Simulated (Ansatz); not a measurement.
Reaction (SMILES): [Cl][Ge] (Cl-Ge) → Cl atom + Ge atom
B3LYP-D3(BJ)/def2-TZVP geometries, fixed; electronic energies without zero-point terms.

Basis-set convergence of the atomisation energy at CCSD(T) with Ansatz (a first-principles code). All functions are spherical. Cores are frozen (with 3d on Ga to Br). Open shells are unrestricted. No added dispersion term, no relativity. Functions are those of the species that has most. Reference: Hartree-Fock in aug-cc-pV(Q+d)Z plus the correlation part extrapolated as X^-3 from aug-cc-pV(T+d)Z and aug-cc-pV(Q+d)Z, 94.95 kcal/mol, itself unsure by roughly 0.69 kcal/mol (a third of the extrapolation step and of the last Hartree-Fock step). Deviations are taken from unrounded values.

```csv
basis,functions,atomisation energy (kcal/mol)
pcseg-1,45,80.08
aug-pcseg-1,63,82.99
cc-pV(D+d)Z,50,80.82
aug-cc-pV(D+d)Z,68,84.49
def2-SVP,50,81.49
def2-SVPD,65,84.10
pcseg-2,77,88.36
aug-pcseg-2,109,90.22
cc-pV(T+d)Z,82,88.91
aug-cc-pV(T+d)Z,114,90.33
def2-TZVP,85,89.52
def2-TZVPD,100,90.21
def2-TZVPP,90,89.62
def2-TZVPPD,105,90.28
cc-pV(Q+d)Z,132,92.38
aug-cc-pV(Q+d)Z,182,93.09
pcseg-3,132,92.24
aug-pcseg-3,182,92.78
def2-QZVPP,159,92.52
def2-QZVPPD,174,92.64
```

What the diffuse functions change, pair by pair:
- pcseg-1 to aug-pcseg-1: 18 more functions, deviation -14.87 to -11.96 kcal/mol
- cc-pV(D+d)Z to aug-cc-pV(D+d)Z: 18 more functions, deviation -14.13 to -10.46 kcal/mol
- def2-SVP to def2-SVPD: 15 more functions, deviation -13.46 to -10.85 kcal/mol
- pcseg-2 to aug-pcseg-2: 32 more functions, deviation -6.59 to -4.73 kcal/mol
- cc-pV(T+d)Z to aug-cc-pV(T+d)Z: 32 more functions, deviation -6.04 to -4.62 kcal/mol
- def2-TZVP to def2-TZVPD: 15 more functions, deviation -5.44 to -4.74 kcal/mol
- def2-TZVPP to def2-TZVPPD: 15 more functions, deviation -5.33 to -4.67 kcal/mol
- cc-pV(Q+d)Z to aug-cc-pV(Q+d)Z: 50 more functions, deviation -2.57 to -1.86 kcal/mol
- pcseg-3 to aug-pcseg-3: 50 more functions, deviation -2.71 to -2.17 kcal/mol
- def2-QZVPP to def2-QZVPPD: 15 more functions, deviation -2.43 to -2.32 kcal/mol

Leaving out the reference's own pair, they bring the value nearer the reference by more than 0.69 kcal/mol in 5 of 9 pairs.
